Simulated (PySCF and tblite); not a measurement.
Results of a calculation; reference values are marked as such.
Stationary points of C5H7FGe at B3LYP-D3(BJ)/def2-SVP, in Å:

Structure A

```
 1 F     3.439    1.898    2.159
 2 C     2.782    1.396    1.114
 3 C     1.859    0.271    1.257
 4 C     1.339   -0.021    0.038
 5 Ge    0.054   -1.422   -0.355
 6 C     1.933    0.944   -0.969
 7 C     2.854    1.817   -0.165
 8 H     1.651   -0.226    2.206
 9 H     1.142    1.528   -1.476
10 H    -0.264   -2.178    0.949
11 H     0.629   -2.406   -1.398
12 H    -1.244   -0.819   -0.934
13 H     2.467    0.402   -1.772
14 H     3.461    2.633   -0.552
```

Structure B

```
 1 F     2.041    1.542    2.057
 2 C     1.303    1.022    1.074
 3 C     0.309    0.058    1.266
 4 C    -0.288   -0.199    0.006
 5 Ge   -1.437   -1.701   -0.460
 6 C     0.400    0.703   -0.967
 7 C     1.375    1.438   -0.261
 8 H     0.019   -0.378    2.220
 9 H    -0.801    0.926   -0.469
10 H    -2.359   -2.020    0.731
11 H    -0.579   -2.936   -0.797
12 H    -2.277   -1.315   -1.694
13 H     0.266    0.646   -2.047
14 H     2.027    2.213   -0.659
```

Structure C

```
 1 F     3.873    1.118    1.899
 2 C     2.863    1.026    1.034
 3 C     1.595    0.631    1.316
 4 C     0.846    0.626    0.025
 5 Ge    0.437   -1.277   -0.462
 6 C     1.819    1.151   -0.979
 7 C     3.021    1.347   -0.374
 8 H     1.200    0.338    2.287
 9 H    -0.129    1.141    0.039
10 H    -0.500   -1.874    0.609
11 H     1.761   -2.057   -0.519
12 H    -0.275   -1.312   -1.832
13 H     1.585    1.310   -2.032
14 H     3.953    1.680   -0.829
```

Geometries: B3LYP-D3(BJ)/def2-SVP; energies: PBE/pcSseg-1 + D3(BJ), IEF-PCM chloroform; zero-point and thermal terms from GFN2-xTB harmonic modes (soft modes blended into free rotors).

Task: Which structure is a saddle point, and along which motion?

Result: B: one imaginary mode (1116i cm⁻¹ at GFN2-xTB, mostly on H9, C6, C4), along the shift of hydrogen on C4 from C4 to C6.

Task: Give their symmetry and energies above the lowest.

Result: A Cs, 2.7 kcal/mol; B C1, 26.3 kcal/mol; C C1, 0.0 kcal/mol.

Tunnelling of the moving H, left out here, will speed the real process. Spin–orbit effects of heavy atoms on shieldings are missing.
